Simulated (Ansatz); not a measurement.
`O[CH2][InH][Br]` + NH₃ → `[NH2][InH][Br]` + CH₃OH at 500 K and 1 bar (ligand exchange at the In–C bond).

Gas-phase electronic energies from Ansatz, PBE0-D4/def2-TZVP geometries. CBS: MP2 limit from def2 TZ/QZ plus the TZ coupled-cluster correction, frozen cores. This one scheme is used for every species. def2 core potentials past Kr. For Br, In outer-core shells are correlated without core-valence functions, which leaves a few kJ/mol of doubt a bond. Scalar relativity is left out up to krypton. One conformer a species, not always the lowest.

```tsv
species	CCSD(T)/CBS energy (Eh)	H − E (kJ/mol)	S (J/(mol·K))
`O[CH2][InH][Br]`	-2878.79003	168.4	415.1
NH₃	-56.50880	108.2	211.8
`[NH2][InH][Br]`	-2819.69701	118.8	378.7
CH₃OH	-115.61712	157.0	265.4
```

H − E and S are ideal-gas, rigid-rotor, harmonic terms from PBE0-D4/def2-TZVP, for one conformer and one mirror image of each species. 1 Eh = 2625.50 kJ/mol, R = 8.31446 J/(mol·K).

Task: By hand: ΔE, ΔH, ΔS and ΔG.

Result: ΔE = (-2819.69701) + (-115.61712) − (-2878.79003) − (-56.50880) = -0.01530 Eh = -40.2 kJ/mol. Δ(H − E) = 118.8 + 157.0 − 168.4 − 108.2 = -0.8, so ΔH = -41.0 kJ/mol. ΔS = 378.7 + 265.4 − 415.1 − 211.8 = 17.2 J/(mol·K). ΔG = -41.0 − 500 × (17.2)/1000 = -49.6 kJ/mol.

Task: By hand: the equilibrium constant, and the temperature at which ΔG would vanish if ΔH and ΔS stayed fixed.

Result: log₁₀ K = −ΔG/(RT ln 10) = 5.2. ΔH and −TΔS have one sign here, so there is no such temperature.

ΔH outweighs TΔS. A doubt of 5 kJ/mol in ΔE shifts log₁₀ K by 0.5 here. Other conformers and mirror images would add mixing entropy, several J/(mol·K) or more a flexible species. These are equilibria of isolated gas molecules and say nothing of rates. Largest T1 diagnostic: 0.013 (customary marks: 0.02 for closed shells, 0.045 for open ones).
